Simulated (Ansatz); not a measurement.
Cd₉O₈⁺. Total charge 1; doublet. Geometry PBE-D4/def2-SVP.

```csv
atom,x (Å),y (Å),z (Å)
Cd1,2.1485,-0.6094,-3.6052
Cd2,-1.8858,3.4339,2.3443
Cd3,2.0339,-1.8373,0.0170
Cd4,4.4974,-3.3846,-0.3123
Cd5,-0.2795,2.3814,0.2835
Cd6,0.8046,-0.9248,2.3170
Cd7,1.0366,1.5208,-1.9958
Cd8,-1.3532,-3.1798,-1.5133
Cd9,-2.0783,-0.7100,-0.4900
O10,-0.0001,-0.5495,-1.4081
O11,1.6913,1.0641,1.0956
O12,-2.2468,0.7091,2.3845
O13,-2.6994,1.4300,-0.0327
O14,-1.2919,0.2928,1.5908
O15,2.3573,0.5185,0.0873
O16,-3.4103,1.6106,1.0339
O17,0.6759,-1.7657,-1.7966
```

In the def2 sets Cd takes a core potential; there is no spin–orbit coupling. LC-ωPBE has ω = 0.4 bohr⁻¹. Single mean-field runs in def2-TZVP are fitted with def2-universal-jkfit. The structure holds 4 bonds between oxygen atoms, so isomers without such links may lie far lower. At r2SCAN-D4/def2-TZVP, PBE0-D4/def2-SVP, LC-ωPBE/def2-TZVP the charge 1 doublet is spin-contaminated (final ⟨S²⟩ up to 1.34, 0.75 for a pure state). Another isomer (doublet) lies 1.33 eV lower at PBE0-D4/def2-TZVP; other spin states weren't run for this one.

(1) Estimate the α-spin orbital energies around the gap (eV) in Ansatz with PBE-D4/def2-SVP, PBE-D4/def2-TZVP, r2SCAN-D4/def2-TZVP, PBE0-D4/def2-SVP, LC-ωPBE/def2-TZVP.

Results:

(1) 
```csv
orbital,PBE-D4/def2-SVP,PBE-D4/def2-TZVP,r2SCAN-D4/def2-TZVP,PBE0-D4/def2-SVP,LC-ωPBE/def2-TZVP
HOMO−9,-9.50,-9.54,-9.70,-10.45,-12.87
HOMO−8,-9.14,-9.18,-9.41,-10.33,-12.65
HOMO−7,-8.89,-8.92,-9.16,-10.00,-12.37
HOMO−6,-8.79,-8.83,-9.03,-9.66,-12.10
HOMO−5,-8.72,-8.74,-8.91,-9.58,-11.98
HOMO−4,-8.47,-8.51,-8.83,-9.56,-11.62
HOMO−3,-8.35,-8.38,-8.63,-9.36,-11.40
HOMO−2,-8.20,-8.23,-8.51,-9.18,-11.18
HOMO−1,-7.97,-8.02,-8.08,-8.42,-10.84
HOMO,-7.65,-7.69,-7.68,-8.25,-10.00
LUMO,-6.77,-6.80,-6.73,-6.19,-4.48
LUMO+1,-6.52,-6.54,-6.31,-5.65,-3.88
LUMO+2,-6.33,-6.36,-6.23,-5.52,-3.73
LUMO+3,-6.21,-6.25,-6.14,-4.62,-2.89
LUMO+4,-5.15,-5.19,-5.10,-4.41,-2.57
LUMO+5,-4.84,-4.91,-4.74,-4.24,-2.34
β HOMO,-7.47,-7.52,-7.53,-8.25,-10.00
β LUMO,-7.23,-7.26,-7.13,-6.24,-4.49
```
